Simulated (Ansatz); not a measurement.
The cluster Sn₆S₁₂. Total charge 0; singlet. Geometry PBE-D4/def2-SVP.

```csv
atom,x (Å),y (Å),z (Å)
Sn1,-0.808,-0.493,-0.317
Sn2,-0.256,-3.222,2.414
Sn3,1.607,3.323,-0.694
Sn4,2.835,-0.364,1.536
Sn5,-0.737,0.769,2.604
Sn6,2.732,-1.297,-2.662
S7,1.227,0.470,-3.682
S8,1.554,-2.520,0.329
S9,-2.835,1.917,0.782
S10,-2.499,2.358,-1.172
S11,1.491,0.786,-1.580
S12,1.475,1.888,1.457
S13,1.161,-1.113,3.349
S14,0.611,-2.477,-1.583
S15,-2.154,0.566,-2.261
S16,-2.428,-1.693,2.412
S17,-0.789,3.724,-1.431
S18,-2.187,-2.621,0.499
```

In the def2 sets Sn takes a core potential; there is no spin–orbit coupling. Single mean-field runs in def2-TZVP are fitted with def2-universal-jkfit. Another isomer (singlet) lies 2.73 eV lower at PBE0-D4/def2-TZVP; other spin states weren't run for this one.

Task: Estimate the orbital energies around the gap (eV) in Ansatz with PBE-D4/def2-SVP, PBE-D4/def2-TZVP, r2SCAN-D4/def2-TZVP, PBE0-D4/def2-SVP, PBE0-D4/def2-TZVP.

Result: 
```json
{"orbital": "HOMO−5", "PBE-D4/def2-SVP": "-5.87", "PBE-D4/def2-TZVP": "-5.91", "r2SCAN-D4/def2-TZVP": "-6.19", "PBE0-D4/def2-SVP": "-6.94", "PBE0-D4/def2-TZVP": "-6.95"}
{"orbital": "HOMO−4", "PBE-D4/def2-SVP": "-5.72", "PBE-D4/def2-TZVP": "-5.75", "r2SCAN-D4/def2-TZVP": "-6.01", "PBE0-D4/def2-SVP": "-6.74", "PBE0-D4/def2-TZVP": "-6.73"}
{"orbital": "HOMO−3", "PBE-D4/def2-SVP": "-5.63", "PBE-D4/def2-TZVP": "-5.70", "r2SCAN-D4/def2-TZVP": "-5.97", "PBE0-D4/def2-SVP": "-6.66", "PBE0-D4/def2-TZVP": "-6.65"}
{"orbital": "HOMO−2", "PBE-D4/def2-SVP": "-5.58", "PBE-D4/def2-TZVP": "-5.61", "r2SCAN-D4/def2-TZVP": "-5.87", "PBE0-D4/def2-SVP": "-6.60", "PBE0-D4/def2-TZVP": "-6.59"}
{"orbital": "HOMO−1", "PBE-D4/def2-SVP": "-5.42", "PBE-D4/def2-TZVP": "-5.46", "r2SCAN-D4/def2-TZVP": "-5.67", "PBE0-D4/def2-SVP": "-6.29", "PBE0-D4/def2-TZVP": "-6.30"}
{"orbital": "HOMO", "PBE-D4/def2-SVP": "-5.22", "PBE-D4/def2-TZVP": "-5.27", "r2SCAN-D4/def2-TZVP": "-5.52", "PBE0-D4/def2-SVP": "-6.18", "PBE0-D4/def2-TZVP": "-6.17"}
{"orbital": "LUMO", "PBE-D4/def2-SVP": "-3.64", "PBE-D4/def2-TZVP": "-3.65", "r2SCAN-D4/def2-TZVP": "-3.64", "PBE0-D4/def2-SVP": "-3.06", "PBE0-D4/def2-TZVP": "-3.03"}
{"orbital": "LUMO+1", "PBE-D4/def2-SVP": "-3.33", "PBE-D4/def2-TZVP": "-3.36", "r2SCAN-D4/def2-TZVP": "-3.33", "PBE0-D4/def2-SVP": "-2.75", "PBE0-D4/def2-TZVP": "-2.74"}
{"orbital": "LUMO+2", "PBE-D4/def2-SVP": "-3.20", "PBE-D4/def2-TZVP": "-3.26", "r2SCAN-D4/def2-TZVP": "-3.24", "PBE0-D4/def2-SVP": "-2.64", "PBE0-D4/def2-TZVP": "-2.65"}
{"orbital": "LUMO+3", "PBE-D4/def2-SVP": "-3.00", "PBE-D4/def2-TZVP": "-3.07", "r2SCAN-D4/def2-TZVP": "-3.01", "PBE0-D4/def2-SVP": "-2.33", "PBE0-D4/def2-TZVP": "-2.36"}
{"orbital": "LUMO+4", "PBE-D4/def2-SVP": "-2.84", "PBE-D4/def2-TZVP": "-2.91", "r2SCAN-D4/def2-TZVP": "-2.86", "PBE0-D4/def2-SVP": "-2.22", "PBE0-D4/def2-TZVP": "-2.26"}
{"orbital": "LUMO+5", "PBE-D4/def2-SVP": "-2.67", "PBE-D4/def2-TZVP": "-2.74", "r2SCAN-D4/def2-TZVP": "-2.68", "PBE0-D4/def2-SVP": "-2.00", "PBE0-D4/def2-TZVP": "-2.04"}
```
